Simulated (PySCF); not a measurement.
C5H9O3, SMILES COCC(C)O[C]=O, multiplicity 2. Coordinates come from a PBE0-D3(BJ)/def2-SVP optimisation. The isomer is the one that the SMILES or the coordinates give; other isomers of the formula were not compared. One conformer was computed; it need not be the lowest.

Calculation: PBE0-D3(BJ)/def2-SVP (PySCF).

Harmonic wavenumbers (cm⁻¹): 80, 102, 136, 176, 200, 221, 254, 307, 370, 418, 476, 556, 768, 827, 909, 932, 1015, 1093, 1152, 1158, 1181, 1205, 1243, 1264, 1317, 1334, 1364, 1401, 1421, 1447, 1455, 1462, 1470, 1482, 1485, 1924, 2995, 3006, 3068, 3093, 3099, 3117, 3166, 3167, 3177. Rotational constants (GHz): 2.319, 1.990, 1.255; symmetry number 1.

Q: Work out the zero-point energy and the ideal-gas rigid-rotor harmonic-oscillator thermochemistry at 298.15 K and 1 atm.

A: ZPE = ½ Σ hcν = ½ × 61493 cm⁻¹ = 87.91 kcal/mol. H − E(el) = 94.24 kcal/mol. Entropy in cal/(mol K): translation 40.19, rotation 28.41, vibration 24.20, spin 1.38, total 94.17. G − E(el) = 66.16 kcal/mol. Cp = 33.37 cal/(mol K). Modes under 150 cm⁻¹ make the vibrational entropy uncertain.
